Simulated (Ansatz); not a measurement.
`COc1ccc(-c2ccc(-c3ccc(-c4ccc(-c5ccc(-c6ccc(-c7ccc(-c8ccc(C(F)=C(F)F)cc8)s7)s6)s5)s4)s3)s2)cc1`. The state is a triplet with charge 0. Geometry r2SCAN-D4/def2-SVP, that of the neutral singlet.

```xyz
72

C    -2.566  -12.895    8.028
O    -2.084  -13.520    6.858
C    -1.653  -12.736    5.844
C    -1.634  -11.332    5.873
C    -1.168  -10.624    4.765
C    -0.709  -11.274    3.603
C    -0.223  -10.535    2.446
C     0.362  -11.016    1.280
C     0.714  -10.009    0.358
C     0.406   -8.725    0.797
C     0.620   -7.479    0.111
C     1.156   -7.282   -1.159
C     1.220   -5.928   -1.537
C     0.736   -5.053   -0.569
C     0.640   -3.622   -0.613
C     0.216   -2.730    0.368
C     0.251   -1.383   -0.043
C     0.702   -1.210   -1.348
C     0.869   -0.006   -2.109
C     1.279    0.139   -3.432
C     1.327    1.476   -3.865
C     0.957    2.393   -2.884
C     0.903    3.824   -2.999
C     1.266    4.601   -4.097
C     1.091    5.981   -3.890
C     0.590    6.298   -2.631
C     0.292    7.591   -2.080
C    -0.226    7.925   -0.833
C    -0.386    9.313   -0.647
C     0.004   10.076   -1.741
C    -0.017   11.521   -1.912
C     0.464   12.139   -3.085
C     0.442   13.518   -3.242
C    -0.066   14.355   -2.228
C    -0.062   15.792   -2.455
F     0.484   16.203   -3.617
C    -0.536   16.783   -1.672
F    -0.473   18.053   -1.995
F    -1.114   16.600   -0.502
C    -0.549   13.747   -1.047
C    -0.524   12.367   -0.899
S     0.577    9.033   -3.019
S     0.336    4.842   -1.700
S     0.549    1.561   -1.404
S     1.087   -2.758   -2.064
S     0.195   -5.947    0.832
S    -0.333   -8.794    2.375
C    -0.739  -12.688    3.599
C    -1.197  -13.405    4.693
H    -3.438  -12.251    7.817
H    -2.872  -13.702    8.707
H    -1.782  -12.289    8.516
H    -1.975  -10.780    6.750
H    -1.158   -9.531    4.813
H     0.541  -12.077    1.101
H     1.186  -10.207   -0.606
H     1.488   -8.105   -1.793
H     1.612   -5.582   -2.497
H    -0.108   -3.058    1.358
H    -0.047   -0.544    0.591
H     1.529   -0.715   -4.065
H     1.618    1.776   -4.873
H     1.653    4.171   -5.022
H     1.323    6.743   -4.638
H    -0.480    7.174   -0.081
H    -0.777    9.750    0.273
H     0.869   11.524   -3.896
H     0.824   13.965   -4.163
H    -0.948   14.355   -0.235
H    -0.908   11.935    0.028
H    -0.403  -13.236    2.715
H    -1.221  -14.498    4.686
```

Single mean-field runs in def2-SVP are fitted with def2-universal-jkfit. At PBE0-D4/def2-SVP a singlet of charge 0 lies 1.61 eV below the triplet at the same geometry.

(1) Estimate the α-spin orbital energies around the gap (eV) in Ansatz with PBE-D4/def2-SVP, PBE0-D4/def2-SVP.

Results:

(1) 
| orbital | PBE-D4/def2-SVP | PBE0-D4/def2-SVP |
| --- | --- | --- |
| HOMO−5 | -6.01 | -7.23 |
| HOMO−4 | -5.63 | -6.77 |
| HOMO−3 | -5.25 | -6.31 |
| HOMO−2 | -4.80 | -5.69 |
| HOMO−1 | -4.46 | -5.31 |
| HOMO | -3.01 | -3.51 |
| LUMO | -2.60 | -2.21 |
| LUMO+1 | -2.17 | -1.71 |
| LUMO+2 | -1.72 | -1.14 |
| LUMO+3 | -1.35 | -0.59 |
| LUMO+4 | -1.28 | -0.46 |
| LUMO+5 | -1.25 | -0.45 |
| β HOMO | -4.67 | -5.35 |
| β LUMO | -4.23 | -4.02 |
